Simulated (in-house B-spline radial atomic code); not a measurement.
Relativistic effects in P4+, [Ne] 3s1: non-relativistic Hartree-Fock (point nucleus) against Dirac-Hartree-Fock (Fermi nucleus of rms radius 3.1889 fm), both averages of the configuration, computed with a B-spline radial code for spherical atoms.

```csv
orbital,ε NR (Eh),ε Dirac (Eh),<r> NR (bohr),<r> Dirac (bohr),change of <r> (%)
1s1/2,-82.123,?,0.1038,?,?
2s1/2,-9.5703,-9.6101,0.514,0.5121,-0.4
2p1/2,-7.4671,?,0.4804,?,?
2p3/2,-7.4671,-7.4564,0.4804,0.4805,0.0
3s1/2,-2.3688,-2.3745,1.617,1.613,-0.3
```

Problem. What happens to 1s1/2?

Solution. Its energy goes to -82.366 hartree and <r> to 0.1034 bohr (-0.38 %).

Problem. What happens to 2p1/2?

Solution. Its energy goes to -7.492 hartree and <r> to 0.4785 bohr (-0.40 %).

Problem. What explains the pattern of contraction and expansion?

Solution. The s and p1/2 orbitals contract directly, as their density near the nucleus moves at relativistic speed. Nothing expands appreciably in this ion.

Problem. By how much does the total energy change?

Solution. By -0.84268 hartree, from -336.737 to -337.580.
